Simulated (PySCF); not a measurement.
Pd(42+): ionisation energy

Pd(42+) [He] 2s2 (1S) → Pd(43+) [He] 2s1 (2S), as a difference of total energies. Calculation: PySCF 2.14, in an even-tempered Gaussian basis (17 s from 19 bohr⁻², ratio 2.2; 8 p from 29 bohr⁻², ratio 2.4; 5 d from 87 bohr⁻², ratio 2.4; 5 f from 130 bohr⁻², ratio 2.4; 4 g from 200 bohr⁻², ratio 2.4); the non-relativistic Hamiltonian (point nucleus). Correlated levels: nothing frozen; virtual orbitals above 40 to 60 times the deepest correlated orbital energy dropped. The calculations carry no spin-orbit coupling.

```csv
method,ionisation energy (eV)
UHF,6523.5
LDA,6520.4
PBE,6528.5
PBE0,6527.6
r2SCAN,6522.2
B97-3,6526.6
B3LYP,6526.9
MP2 (all electrons),6531.6
SCS-MP2 (all electrons),6533.2
```

Task: How much does correlation contribute at MP2 (all electrons)?

Result: 6531.6 − (6523.5) = 8.1 eV, measured against UHF.

The gap to the reference is mostly relativistic.

For comparison: 6759 ± 6 eV (semi-empirical (NIST evaluation); NIST Atomic Spectra Database, ionization energies).
